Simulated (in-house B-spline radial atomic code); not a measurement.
**The iron ion Fe⁺: [He] 2s1 2p6 3s2 3p6 3d6 4s2 (with a hole in an inner shell)**

Computed with a radial B-spline atomic code at the basis-set limit: Dirac-Hartree-Fock, average of configuration, Fermi nucleus of rms radius 3.7377 fm.

Screening seen three ways: the hydrogenic charge with the same mean radius, Z_r = [3n² - l(l+1)]/(2<r>), the one with the same energy, Z_e = n√(-2ε), and Slater's rules. Values are occupation-weighted means over j.

```tsv
shell	electrons	ε (eV)	<r> (bohr)	Z_r	Z_e	Slater
1s	2	-7250.8	0.05843	25.67	23.09	25.70
2s	1	-935.94	0.2646	22.68	16.59	22.20
2p	6	-796.12	0.2318	21.57	15.30	22.20
3s	2	-135.54	0.7875	17.14	9.47	15.60
3p	6	-95.342	0.8257	15.14	7.94	15.60
3d	6	-34.905	0.9389	11.18	4.81	7.25
4s	2	-16.478	2.653	9.05	4.40	4.75
```

The least bound orbital is 4s1/2 at -16.48 eV, and it is also the most diffuse (<r> = 2.653 bohr). The part-filled 2s shell lies below the filled 4s shell in orbital energy.

Spin-orbit splittings of the orbital energies (j = l + 1/2 above j = l - 1/2 when positive): 2p 13.06 eV, 3p 1.799 eV, 3d 0.2197 eV.

For the 1s electron the small component carries 0.875 % of the norm, the zero-frequency Breit interaction raises the level by 8.208 eV, self-energy by 4.123 eV, and vacuum polarisation lowers it by 0.3514 eV.
